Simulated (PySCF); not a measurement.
# Run times: iridium in aug-cc-pVDZ-PP with ECP60MDF

Measured wall times of calculations with PySCF 2.14 in aug-cc-pVDZ-PP with ECP60MDF, with a scalar-relativistic core potential, run from one Python driver. Hardware: 1 thread of Neoverse-N1 on a shared host, 1.3 GiB allowed. The two-electron integrals over 54 functions were computed once and kept in memory (0.28 CPU seconds with the set-up); the times below exclude them. Kohn-Sham runs start from converged Hartree-Fock orbitals.

Launch command (the driver calls PySCF for each step listed in the task file):

```bash
OMP_NUM_THREADS=1 python atomrun2.py TASK.json OUT
```

```json
{"species": "Ir [Xe] 4f14 5d7 6s2", "step": "UHF", "iterations": "6", "wall time (s)": "0.43"}
{"species": "Ir [Xe] 4f14 5d7 6s2", "step": "MN15", "iterations": "7", "wall time (s)": "3.2"}
{"species": "Ir [Xe] 4f14 5d7 6s2", "step": "M06-L", "iterations": "6", "wall time (s)": "2.7"}
{"species": "Ir [Xe] 4f14 5d7 6s2", "step": "MP2 (9 electrons)", "iterations": "", "wall time (s)": "0.12"}
{"species": "Ir⁺ [Xe] 4f14 5d7 6s1", "step": "UHF", "iterations": "6", "wall time (s)": "0.34"}
{"species": "Ir⁺ [Xe] 4f14 5d7 6s1", "step": "MN15", "iterations": "6", "wall time (s)": "2.8"}
{"species": "Ir⁺ [Xe] 4f14 5d7 6s1", "step": "M06-L", "iterations": "5", "wall time (s)": "2.3"}
{"species": "Ir⁺ [Xe] 4f14 5d7 6s1", "step": "MP2 (8 electrons)", "iterations": "", "wall time (s)": "0.11"}
```

Peak memory of the process: 0.23 GiB. Times on a shared host vary from run to run.
